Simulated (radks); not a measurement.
Problem. These are the eigenvalues of the occupied orbitals of an atom or ion with whole-number occupations (eV). Method: scalar-relativistic Kohn-Sham, r2SCAN, spin-polarised, spherical densities, finite nucleus; meta-GGA in the generalised Kohn-Sham scheme; Fermi nuclear charge, rms radius of each element as measured or else 0.836 A^(1/3) + 0.57 fm; computed with a radial shooting solver on a logarithmic mesh with Libxc functionals.

| orbital | eigenvalue |
|---|---|
| 1s up | -90769.29 |
| 1s down | -90769.25 |
| 2s up | -16373.98 |
| 2s down | -16373.98 |
| 2p up | -14013.98 |
| 2p down | -14013.97 |
| 3s up | -3996.012 |
| 3s down | -3995.990 |
| 3p up | -3318.896 |
| 3p down | -3318.873 |
| 3d up | -2636.355 |
| 3d down | -2636.337 |
| 4s up | -956.2024 |
| 4s down | -956.1459 |
| 4p up | -733.4044 |
| 4p down | -733.3412 |
| 4d up | -477.1244 |
| 4d down | -477.0511 |
| 5s up | -201.6835 |
| 5s down | -201.5837 |
| 4f up | -195.4702 |
| 4f down | -195.3952 |
| 5p up | -139.1821 |
| 5p down | -139.0616 |
| 5d up | -68.3741 |
| 5d down | -67.8796 |
| 6s up | -51.6227 |

Which element is it, and in what charge state? The configuration may be excited. Open shells, if any, are filled with parallel spins first.

Solution. Z = 83, bismuth, charge +4: Bi4+ in [Xe] 4f14 5d10 6s1. The list shows which subshells hold electrons but not how many an open one holds; the 1s level, -3335.7 hartree, gives Z - s = 81.7 by -(Z - s)^2/2, which with screening and relativity narrows Z to a few neighbours, and the depths of the outer levels then fix element, charge and occupations together.
